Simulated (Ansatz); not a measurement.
Mulliken charges of `Br[SiH]1CCO1` from PBE/def2-TZVPP in Ansatz (PBE0-D4/def2-TZVP geometry).

| atom | x (Å) | y (Å) | z (Å) | charge (e) |
| --- | --- | --- | --- | --- |
| Br1 | -2.857 | -0.426 | 0.749 | -0.204 |
| Si2 | -0.799 | 0.397 | 0.786 | 0.469 |
| C3 | 0.560 | -0.740 | 0.209 | -0.276 |
| C4 | 0.614 | 0.257 | -0.969 | 0.049 |
| O5 | -0.382 | 1.240 | -0.575 | -0.326 |
| H6 | -0.707 | 1.166 | 2.047 | -0.068 |
| H7 | 1.462 | -0.754 | 0.821 | 0.098 |
| H8 | 0.284 | -1.757 | -0.062 | 0.097 |
| H9 | 0.327 | -0.187 | -1.924 | 0.079 |
| H10 | 1.580 | 0.753 | -1.079 | 0.082 |

Task: By hand: the dipole of these point charges (1 e Å = 4.8032 D).

Result: Σ q r = (0.582, -0.191, -0.007) e Å, of length 0.613 e Å = 2.94 D.

Task: How does the dipole of the full density compare? (Best estimate.)

Result: Computed: (0.429, -0.216, 0.041) e Å, 2.32 D; the point charges give 1.27 times that, at 10° from its direction.

Point charges leave out the atoms' own dipoles, such as those of lone pairs, and Mulliken's split depends on the basis, so the two needn't agree.
